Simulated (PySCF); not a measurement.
Species: C8H4N2.
Structure used (GFN2-xTB), in Å, numbered top down from 1:
```
atom  x, y, z in Å
N1     3.5793   -0.3719   -1.4792
C2     2.5836   -0.3918   -0.9085
C3     1.3785   -0.3804   -0.2048
C4     0.4951   -1.2991    0.2168
C5    -0.4482   -0.2835    0.8012
C6    -1.3910    0.3271   -0.2326
C7    -2.6845   -0.0499   -0.5974
N8    -3.7497   -0.3774   -0.8722
C9    -0.5054    1.2554   -0.6280
C10    0.5650    0.7975    0.3248
H11    0.4299   -2.3674    0.1423
H12   -0.8018   -0.3996    1.8186
H13   -0.5076    2.0237   -1.3773
H14    1.0560    1.5167    0.9691
```

The closed-shell ground state was solved at several levels (PySCF, density fitting, gas phase, non-relativistic).

| level | basis functions | HOMO (eV) | LUMO (eV) | gap (eV) | dipole (D) |
| --- | --- | --- | --- | --- | --- |
| B3LYP/def2-SVPD | 232 | -7.91 | -2.73 | 5.18 | 3.07 |
| PBE0/pcSseg-1 | 190 | -8.13 | -2.52 | 5.61 | 2.99 |

(1) Estimate the row for B3LYP/pcJ-1, a basis of 310 functions; the other rows only guide the guess.

(2) Over all these levels, which gives the widest orbital gap and which the narrowest?

(3) How far do the dipole and the HOMO energy spread over the levels?

Results:

(1) HOMO -7.88 eV, LUMO -2.68 eV, gap 5.20 eV, dipole 3.02 D.

(2) PBE0/pcSseg-1 (global hybrid, 25 % exact exchange) has the widest, 5.61 eV, and B3LYP/def2-SVPD (global hybrid, 20 % exact exchange) the narrowest, 5.18 eV. Functional and basis both differ between the two, so the spread mixes both effects.

(3) The dipole runs from 2.99 to 3.07 D (mean 3.03 D) and the HOMO from -8.13 to -7.88 eV.
